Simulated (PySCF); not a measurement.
CdCl, SMILES [Cl][Cd] (connectivity only; charge and spin as stated), neutral, multiplicity 2.

Coordinates come from a r2SCAN-D4/def2-TZVPD optimisation. The multiplicity is an assumed one; other spin states were not compared. The def2 effective core potentials stand for the cores of Cd; spin–orbit coupling is left out.

Computed with CAM-B3LYP/def2-TZVPD run with PySCF.

The molecule is in vacuum.

- total energy: -627.98457 hartree
- point group: C∞v
- α spin, highest occupied and lowest empty level: -7.78 and -0.27 eV
- β spin, highest occupied and lowest empty level: -9.64 and -3.11 eV
- dipole moment: 0.773 e·Å
- mean static polarisability: 54.4 bohr³ (8.06 Å³)
- polarisability, principal values: 46.7, 46.7, 69.9 bohr³
- ⟨S²⟩: 0.754 (pure state 0.75)
